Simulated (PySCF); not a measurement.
# The electron affinity along the 4d series

All values are computed (PySCF 2.14, energy differences of UHF-based or UKS calculations, no spin-orbit coupling). Values in eV. The last column holds reference values (measured affinities from photodetachment; the arrow runs from anion to atom). Unmarked ones compare directly (S terms, centres of terms, or small fine structure); those marked * lie between the lowest fine-structure levels and include a spin-orbit shift.

```json
{"element": "Zr (aug-cc-pwCVTZ-PP with ECP28MDF, ECP)", "configurations": "[Kr] 4d3 5s2 → [Kr] 4d2 5s2", "UHF": "-0.205", "PBE": "0.800", "PBE0": "0.604", "r2SCAN": "0.883", "MP2 (valence)": "-0.171", "SCS-MP2 (valence and next inner shell)": "-0.414", "reference": "0.433 *"}
{"element": "Nb (aug-cc-pwCVTZ-PP with ECP28MDF, ECP)", "configurations": "[Kr] 4d4 5s2 → [Kr] 4d4 5s1", "UHF": "-0.229", "PBE": "0.644", "PBE0": "0.488", "r2SCAN": "0.462", "MP2 (valence)": "0.257", "SCS-MP2 (valence and next inner shell)": "0.372", "reference": "0.917 *"}
{"element": "Mo (aug-cc-pwCVTZ-PP with ECP28MDF, ECP)", "configurations": "[Kr] 4d5 5s2 → [Kr] 4d5 5s1", "UHF": "-0.269", "PBE": "0.494", "PBE0": "0.356", "r2SCAN": "0.339", "MP2 (valence)": "0.172", "SCS-MP2 (valence and next inner shell)": "0.272", "reference": "0.747"}
{"element": "Tc (aug-cc-pwCVTZ-PP with ECP28MDF, ECP)", "configurations": "[Kr] 4d6 5s2 → [Kr] 4d5 5s2", "UHF": "-0.951", "PBE": "0.945", "PBE0": "0.631", "r2SCAN": "0.573", "MP2 (valence)": "-0.021", "SCS-MP2 (valence and next inner shell)": "-0.131", "reference": "n/a"}
{"element": "Ru (aug-cc-pwCVTZ-PP with ECP28MDF, ECP)", "configurations": "[Kr] 4d7 5s2 → [Kr] 4d7 5s1", "UHF": "-0.137", "PBE": "1.001", "PBE0": "0.786", "r2SCAN": "0.875", "MP2 (valence)": "0.568", "SCS-MP2 (valence and next inner shell)": "0.678", "reference": "1.046 *"}
{"element": "Rh (aug-cc-pwCVTZ-PP with ECP28MDF, ECP)", "configurations": "[Kr] 4d8 5s2 → [Kr] 4d8 5s1", "UHF": "-0.067", "PBE": "1.153", "PBE0": "0.923", "r2SCAN": "1.043", "MP2 (valence)": "0.755", "SCS-MP2 (valence and next inner shell)": "0.853", "reference": "1.143 *"}
{"element": "Pd (aug-cc-pwCVTZ-PP with ECP28MDF, ECP)", "configurations": "[Kr] 4d10 5s1 → [Kr] 4d10", "UHF": "-0.238", "PBE": "n/a", "PBE0": "n/a", "r2SCAN": "n/a", "MP2 (valence)": "0.232", "SCS-MP2 (valence and next inner shell)": "n/a", "reference": "0.562"}
{"element": "Ag (aug-cc-pwCVTZ-PP with ECP28MDF, ECP)", "configurations": "[Kr] 4d10 5s2 → [Kr] 4d10 5s1", "UHF": "0.103", "PBE": "1.397", "PBE0": "1.150", "r2SCAN": "1.274", "MP2 (valence)": "1.061", "SCS-MP2 (valence and next inner shell)": "1.108", "reference": "1.304"}
```

```tsv
method	elements	mean error (eV)	mean absolute error (eV)	largest error (eV)
UHF	3	-1.006	1.006	-1.202
MP2 (valence)	3	-0.383	0.383	-0.576
```

The highest occupied level of the anion is positive for Zr⁻ at UHF, PBE, PBE0, r2SCAN; Nb⁻ at UHF, PBE, PBE0, r2SCAN; Mo⁻ at UHF, PBE, PBE0, r2SCAN; Tc⁻ at UHF, PBE, PBE0, r2SCAN; Ru⁻ at UHF, PBE, PBE0, r2SCAN; Rh⁻ at PBE, PBE0, r2SCAN; Pd⁻ at UHF, PBE, PBE0, r2SCAN; Ag⁻ at PBE, PBE0, r2SCAN, so there the basis helps to hold the electron.

Errors include the incompleteness of the basis and the frozen core.

"Valence" correlates the outer s and p shells and, in groups 3 to 12 and the f block, the outer d or f shell, open or full, or the next shell where the ion has no valence electron left; the wider scheme adds the next inner shell.
